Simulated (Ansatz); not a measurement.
Total energies of Be₄O₄H₁₆ from Ansatz at PBE0-D4/def2-TZVP, gas phase (1 Eh = 27.2114 eV = 2625.5 kJ/mol). The reference geometry is relaxed at r2SCAN-D4/def2-SVP.

```xyz
24

O    -0.130   -0.906    1.982
O     0.885    1.492   -1.325
O    -1.891    1.070    0.196
O     1.136   -1.656   -0.853
Be   -1.176   -1.726    1.087
Be   -0.860    1.890    1.109
Be    2.192   -0.856    0.049
Be   -0.156    0.692   -2.245
H     0.873   -1.027    1.838
H    -0.333    0.056    2.256
H     0.547    2.129   -0.603
H     1.751    1.044   -1.023
H    -2.220    0.150    0.493
H    -1.817    1.106   -0.821
H     0.399   -2.207   -0.412
H     0.800   -1.253   -1.728
H    -2.435   -1.154    0.970
H    -0.636   -2.771    0.350
H    -0.693    1.406    2.399
H    -0.088    2.828    0.438
H     2.799    0.228   -0.568
H     2.197   -1.191    1.396
H     0.326   -0.483   -2.804
H    -1.469    1.137   -2.182
```

```
                 state                       geometry  energy (Eh)
      charge 0 singlet                      reference   -369.27891
      charge 1 doublet                      reference   -368.92328
      charge 1 doublet  relaxed at r2SCAN-D4/def2-SVP   -368.92732
 free O atom (triplet)                              –    -75.01860
free Be atom (singlet)                              –    -14.63549
 free H atom (doublet)                              –     -0.50104
```

Q: Work out the vertical ionisation energy to the doublet.

A: E(charge 1 doublet) − E(charge 0 singlet) = -368.92328 − (-369.27891) = 0.35563 Eh = 9.68 eV. For comparison, −ε of the highest occupied level is 8.05 eV at this level, 1.63 eV less.

Q: How much does the charge 1 doublet relax, and what is the adiabatic ionisation energy?

A: Relaxation: -368.92328 − (-368.92732) = 0.00404 Eh = 0.11 eV. Adiabatic ionisation energy: 0.35159 Eh = 9.57 eV, without zero-point energy. 

Q: What is the binding energy per atom against free atoms?

A: Atoms: 4 × (-75.01860) + 4 × (-14.63549) + 16 × (-0.50104) = -366.63300 Eh. Binding: -366.63300 − (-369.27891) = 2.64591 Eh = 72.00 eV, or 3.00 eV for each of 24 atoms (no zero-point energy, no counterpoise term).
